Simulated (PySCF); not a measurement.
niobium atom (Nb), sextet (all electrons, no relativity); PySCF with TPSS/3-21G.

PySCF was given this input:
```python
from pyscf import gto, scf, dft

mol = gto.M(
    atom='''
Nb    0.000000    0.000000    0.000000
''',
    basis='3-21g',
    charge=0,
    spin=5,
    verbose=4,
)

mf = dft.UKS(mol)
mf.xc = 'tpss'
mf.kernel()
```

Predict the main parts of the log of this PySCF run.


```
PySCF version 2.14.0

[INPUT] verbose = 4
[INPUT] num. atoms = 1
[INPUT] num. electrons = 41
[INPUT] charge = 0
[INPUT] spin (= nelec alpha-beta = 2S) = 5
[INPUT] symmetry False subgroup None
[INPUT] Mole.unit = angstrom
[INPUT] Symbol           X                Y                Z      unit          X                Y                Z       unit  Magmom
[INPUT]  1 Nb     0.000000000000   0.000000000000   0.000000000000 AA    0.000000000000   0.000000000000   0.000000000000 Bohr   0.0

nuclear repulsion = 0
number of shells = 14
number of NR pGTOs = 81
number of NR cGTOs = 36
basis = 3-21g
ecp = {}

******** <class 'pyscf.dft.uks.UKS'> ********
method = UKS
initial guess = minao
damping factor = 0
level_shift factor = 0
DIIS = <class 'pyscf.scf.diis.CDIIS'>
diis_start_cycle = 1
diis_space = 8
diis_damp = 0
SCF conv_tol = 1e-09
SCF conv_tol_grad = None
SCF max_cycles = 50
direct_scf = True
direct_scf_tol = 1e-13
number electrons alpha = 23  beta = 18
XC library pyscf.dft.libxc version 7.1.2
    S. Lehtola, C. Steigemann, M. J. T. Oliveira, and M. A. L. Marques,  SoftwareX 7, 1–5 (2018)
XC functionals = tpss
    J. Tao, J. P. Perdew, V. N. Staroverov, and G. E. Scuseria,  Phys. Rev. Lett. 91, 146401 (2003)
    J. P. Perdew, J. Tao, V. N. Staroverov, and G. E. Scuseria,  J. Chem. Phys. 120, 6898 (2004)
    J. Tao, J. P. Perdew, V. N. Staroverov, and G. E. Scuseria,  Phys. Rev. Lett. 91, 146401 (2003)
    J. P. Perdew, J. Tao, V. N. Staroverov, and G. E. Scuseria,  J. Chem. Phys. 120, 6898 (2004)
radial grids:
    Treutler-Ahlrichs [JCP 102, 346 (1995); DOI:10.1063/1.469408] (M4) radial grids

becke partition: Becke, JCP 88, 2547 (1988); DOI:10.1063/1.454033
pruning grids: <function nwchem_prune>
grids dens level: 3
symmetrized grids: False
atomic radii adjust function: <function treutler_atomic_radii_adjust>
small_rho_cutoff = 0
Set gradient conv threshold to 3.16228e-05
tot grids = 22440
init E= -3732.15807656043

cycle= 1 E= -3737.22785357179  delta_E= -5.07  |g|= 0.572  |ddm|= 1.79

cycle= 2 E= -3735.30992255044  delta_E= 1.92  |g|= 0.897  |ddm|= 8.52
cycle= 3 E= -3737.3569342084  delta_E= -2.05  |g|= 0.354  |ddm|=  8.5

cycle= 4 E= -3736.35296947726  delta_E=    1  |g|= 0.598  |ddm|= 2.21

cycle= 5 E= -3737.4881926616  delta_E= -1.14  |g|= 0.132  |ddm|= 1.88

cycle= 6 E= -3737.49514849608  delta_E= -0.00696  |g|= 0.0977  |ddm|= 1.06
cycle= 7 E= -3737.49769852294  delta_E= -0.00255  |g|= 0.0716  |ddm|= 0.0459
cycle= 8 E= -3737.50060969604  delta_E= -0.00291  |g|= 0.0243  |ddm|= 0.108
cycle= 9 E= -3737.50102040835  delta_E= -0.000411  |g|= 0.000715  |ddm|= 0.0616
cycle= 10 E= -3737.50102071228  delta_E= -3.04e-07  |g|= 9.78e-05  |ddm|= 0.00214
cycle= 11 E= -3737.50102072009  delta_E= -7.81e-09  |g|= 3.88e-05  |ddm|= 0.000943
cycle= 12 E= -3737.50102072122  delta_E= -1.13e-09  |g|= 7.58e-06  |ddm|= 0.000199
cycle= 13 E= -3737.5010207213  delta_E= -8.5e-11  |g|= 1.34e-06  |ddm|= 4.69e-05
Extra cycle  E= -3737.50102072132  delta_E= -1.5e-11  |g|= 1.2e-06  |ddm|= 2.31e-05
converged SCF energy = -3737.50102072132  <S^2> = 8.7501327  2S+1 = 6.0000442
```
